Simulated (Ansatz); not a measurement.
Geometry optimisation, RKS PBE0-D4/def2-SVP in Ansatz 0.2.0.

Input file:

```yaml
crystal:
  periodic: [false, false, false]
  atoms:
    - { symbol: C, position_ang: [-0.8245, 1.1234, 1.2792] }
    - { symbol: C, position_ang: [0.581, 1.1038, 0.84] }
    - { symbol: Sn, position_ang: [1.0086, -0.8309, 0.0263] }
    - { symbol: Si, position_ang: [-0.3707, -1.2612, -1.9419] }
    - { symbol: H, position_ang: [-1.0724, 0.3931, 2.026] }
    - { symbol: H, position_ang: [-1.5331, 1.0034, 0.3916] }
    - { symbol: H, position_ang: [-1.071, 2.1738, 1.6902] }
    - { symbol: H, position_ang: [0.8193, 1.8913, 0.0562] }
    - { symbol: H, position_ang: [1.2446, 1.3176, 1.7576] }
    - { symbol: H, position_ang: [2.72, -0.8765, -0.4381] }
    - { symbol: H, position_ang: [0.744, -2.0467, 1.2884] }
    - { symbol: H, position_ang: [-1.14796, -2.47091, -1.78565] }
    - { symbol: H, position_ang: [0.5747, -1.5105, -3.19048] }
    - { symbol: H, position_ang: [-1.19204, -0.12716, -2.2969] }
basis:
  gaussian: { orbitals: def2-SVP }
hamiltonian:
  xc: pbe0
  dispersion: d4
relax:
  f_tol: 0.015
  max_steps: 40
```

Launched with:

```bash
$ ansatz run input.yaml --threads 2 --pin off --max-ram 3072MiB --backend cpu --events-out ev --progress --plain --runs-dir out
```

Task: Where does it end, and by what steps?

Result: It converged. The force dipped under the threshold on the way, but the program's further checks kept it going. After 31 steps the energy has fallen by 0.511 eV; H12 moved furthest, 1.10 Å.

```tsv
step	energy less start (eV)	largest force component (eV/Å)	accepted
0	0.0000	2.705	yes
2	-0.4781	0.306	yes
4	-0.4904	0.027	yes
6	-0.4910	0.004	yes
8	-0.4913	0.033	yes
10	-0.4919	0.037	yes
12	-0.4927	0.077	yes
14	-0.4943	0.120	yes
16	-0.4974	0.129	yes
18	-0.5021	0.113	yes
20	-0.5055	0.090	yes
22	-0.5080	0.008	yes
24	-0.5093	0.060	yes
26	-0.5100	0.022	yes
28	-0.5106	0.041	yes
30	-0.5108	0.002	yes
31	-0.5109	0.005	yes
```

```xyz
14
Properties=species:S:1:pos:R:3
C -0.941 1.053 1.307
C 0.536 1.088 0.943
Sn 1.226 -0.714 -0.048
Si -0.332 -1.252 -2.022
H -1.178 0.221 1.989
H -1.581 0.934 0.417
H -1.256 1.983 1.809
H 0.761 1.928 0.267
H 1.166 1.226 1.837
H 2.841 -0.503 -0.595
H 1.210 -2.018 1.074
H -1.710 -1.563 -1.528
H 0.163 -2.426 -2.805
H -0.424 -0.075 -2.942
```

Whether the end is a true minimum wasn't checked by a vibrational analysis.

Time of the run: 2.3 min on 2 threads of Arm Neoverse V1 (shared host), peak memory 0.31 GiB.
